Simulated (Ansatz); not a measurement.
Total energies of CH5AlFN, SMILES `C[NH][AlH][F]`.

Cartesian coordinates in Å:
```
C -1.149 -0.150 0.563
N -0.099 0.531 -0.166
Al 1.478 -0.110 -0.605
F 2.505 0.875 -1.444
H -2.069 -0.248 -0.025
H -0.827 -1.161 0.825
H -1.403 0.360 1.500
H -0.360 1.471 -0.425
H 1.923 -1.567 -0.223
```

The species carries charge 0 and has multiplicity 1. All single points use the PBE0-D4/def2-TZVP geometry. It is one conformer, not always the lowest. Basis def2-TZVPP, the Gaussian-basis code of Ansatz.

RPA on PBE orbitals: Hartree–Fock energy of these orbitals -436.73662 Eh, correlation -1.16114 Eh (frozen core).

| functional | energy without D4 (Eh) | D4 term (kJ/mol) |
| --- | --- | --- |
| LDA (SPW92) | -435.80026 | – |
| PBE | -437.97095 | -13.1 |
| revPBE | -438.20966 | -42.3 |
| BLYP | -438.28790 | -29.1 |
| r2SCAN | -438.20740 | -3.2 |
| B97M-V | -438.23097 | – |
| PBE0 | -438.00536 | -10.9 |
| B3LYP | -438.36391 | -21.0 |
| r2SCANh | -438.19567 | -3.3 |
| r2SCAN0 | -438.17900 | -3.7 |
| HSE06 (plane-wave form) | -437.98970 | -10.1 |
| BHLYP | -438.24327 | -15.7 |
| CAM-B3LYP | -438.27268 | -11.0 |
| LC-ωPBE | -438.13942 | – |
| ωB97X-V | -438.22909 | – |
| ωB97M-V | -438.24447 | – |
| B2PLYP | -438.08521 | – |
| PBE-QIDH | -437.89667 | – |

B3LYP takes the VWN-RPA correlation (the form of Gaussian; ORCA's B3LYP/G). HSE06 is the plane-wave form, built on full-range PBE exchange. The double hybrids freeze the cores in their second-order part.

LC-ωPBE has ω = 0.4 bohr⁻¹.
